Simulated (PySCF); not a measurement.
**Scandium: a sound run and one with changed settings**

Sound run: Sc [Ar] 3d1 4s2, Sc⁺ [Ar] 3d1 4s1. Calculation: PySCF 2.14, in aug-cc-pVDZ (7s6p4d2f, 59 functions); the non-relativistic Hamiltonian (point nucleus). In the sound run the correlated levels freeze [Ar]. The sound run starts from symmetry-adapted Hartree-Fock orbitals and uses a fine grid where one is needed.

Changed run: the spin-free X2C one-electron Hamiltonian (Gaussian nucleus). This setting is unsound on purpose.

| species | method | sound run (hartree) | changed run (hartree) | converged |
| --- | --- | --- | --- | --- |
| Sc | UHF | -759.73804 | -762.77675 | yes |
| Sc | MP2 | -759.76465 | -762.80350 | yes |
| Sc⁺ | UHF | -759.54076 | -762.57851 | yes |
| Sc⁺ | MP2 | -759.54323 | -762.58103 | yes |

Ionisation energy of Sc:

```csv
method,sound run (eV),changed run (eV)
UHF,5.368,5.394
BP86,6.659,6.674
MP2,6.025,6.054
SCS-MP2,6.157,6.186
```

Most of the change in total energy is the relativistic energy itself. On top of that the contraction fixes the core shape for the Hamiltonian it was made with, so the changed run is not a good calculation with the other Hamiltonian either.

For comparison, NIST gives 6.561 eV between the lowest levels.
